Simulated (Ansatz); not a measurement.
Ansatz (a program for electronic structure) input (MP2/6-31G*):

Ansatz 0.2 input:
```yaml
crystal:
  periodic: [false, false, false]
  atoms:
    - {symbol: Co, position_ang: [0.00000000, 0.00000000, 0.00000000]}
basis:
  gaussian:
    orbitals: 6-31G*
magnetization: {spin_polarized: true, initial_magnetization: 3}
correlation: {method: mp2, electrons: outside_noble_gas}
scf: {lower_state_search: full}
```

Problem. Predict the final energy.

Solution. -1381.33886 Eh.
